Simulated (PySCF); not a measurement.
# Dipole moment and polarisability of `CCCO[SiH2]OC`

C₄H₁₂O₂Si.
Geometry (GFN2-xTB, Å), atoms numbered from 1 in this order:
```
atom  x, y, z in Å
C1    -2.9131    0.2794    0.2900
C2    -2.3384   -0.7411   -0.6845
C3    -0.8765   -0.4419   -1.0098
O4    -0.0907   -0.6161    0.1357
Si5    1.1787    0.1833    0.7053
O6     2.4218   -0.0419   -0.3166
C7     3.7505    0.3444   -0.1526
H8    -2.8839    1.2778   -0.1412
H9    -2.3286    0.2826    1.2064
H10   -3.9452    0.0379    0.5317
H11   -2.9105   -0.7402   -1.6145
H12   -2.3958   -1.7382   -0.2452
H13   -0.5148   -1.1279   -1.7853
H14   -0.7839    0.5823   -1.3872
H15    0.9400    1.6269    0.8353
H16    1.3560   -0.4878    1.9847
H17    4.2141   -0.2126    0.6658
H18    3.8277    1.4116    0.0702
H19    4.2830    0.1309   -1.0805
```

Level: wB97X-D/def2-SVPD (PySCF), static field, nuclei fixed, core orbitals frozen in the response. The polarisability tensor in these axes (au):

```
x   95.10  2.12  0.90
y    2.12 73.34  1.82
z    0.90  1.82 76.21
```

**Question.** What are the eigenvalues, a third of the trace, and Δα (Δα² = ½Σ(αi − αj)² over the three pairs)?

**Answer.** Principal values 72.36, 76.93 and 95.37 au; mean 81.55 au = 12.08 Å³ = 13.45 × 10⁻⁴⁰ C²·m²/J; Δα = 21.10 au (26 % of the mean).

**Question.** What is the dipole moment, and where does it point?

**Answer.** (0.49, 0.87, -0.46) D, 1.09 D in size, pointing from the negative to the positive side. Measured along this direction, the outermost atoms are H12 at the negative end and H18 at the positive end.

**Question.** Rayleigh depolarisation ratio (linearly polarised light, static tensor)?

**Answer.** ρ = 3Δα²/(45ᾱ² + 4Δα²) = 1335.2/(299279 + 1780.3) ≈ 0.00443.

**Question.** In TDDFT the mean static polarisability is Σ f/ω² over all singlet excitations (ω in hartree). How much of it do the 8 lowest give? Their energies (eV) and oscillator strengths: 7.53, 0.0031; 7.85, 0.0260; 8.15, 0.0017; 8.36, 0.0404; 8.46, 0.0407; 8.58, 0.0243; 8.64, 0.0165; 8.82, 0.0332.

**Answer.** They add up to 1.94 au, 2.4 % of the 81.55 au; the largest single term is 0.43 au, from the state at 8.36 eV. Terms in order: 0.04, 0.31, 0.02, 0.43, 0.42, 0.24, 0.16, 0.32 au. Higher excitations give the rest. The strengths listed sum to 0.186.

**Question.** Find the Langevin capture rate constant for NO+ (29.998 u) meeting this molecule (120.061 u), k = 2.342 × 10⁻⁹ cm³/s × √(α in Å³ / reduced mass in u).

**Answer.** The reduced mass is 24.00 u, so k = 1.66 × 10⁻⁹ cm³/s. The formula leaves out the permanent dipole, which adds to the capture rate.

**Question.** Give the principal axes and the span of the nuclei along them.

**Answer.** Largest value along (0.99, 0.10, 0.06), where the nuclei span 8.09 Å; middle along (-0.09, 0.41, 0.91), 3.51 Å; least along (-0.07, 0.91, -0.41), 2.77 Å. The response follows the extents in order.

Geometry: GFN2-xTB, one conformer, isolated molecule.
